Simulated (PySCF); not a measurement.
Radial density of Be (beryllium, neutral)

UHF, [He] 2p2, high-spin 3P determinant (an excited configuration). Computed with PySCF 2.14 in aug-cc-pVDZ (4s3p2d, 23 functions), with no relativity, point nucleus.

```csv
r (bohr),4πr²ρ (e/bohr),4πr²(ρα − ρβ)
0.00835,0.02799,0.0000
0.0141,0.07603,-0.0001
0.0236,0.1986,-0.0002
0.0398,0.4952,-0.0006
0.0669,1.130,-0.0014
0.112,2.241,-0.0026
0.189,3.512,-0.0024
0.318,3.778,0.0089
0.535,2.256,0.0628
0.900,0.6837,0.2132
1.51,0.5285,0.5090
2.55,0.6132,0.6132
4.28,0.2564,0.2564
7.21,0.02303,0.0230
12.1,0.0002784,0.0003
```

Question: Where is the radial spin density 4πr²(ρα − ρβ) most negative, and why is it negative at all?

Answer: Around r = 0.112 bohr, down to -0.0026 e/bohr: exchange with the open shell polarises the paired shells in an unrestricted calculation.
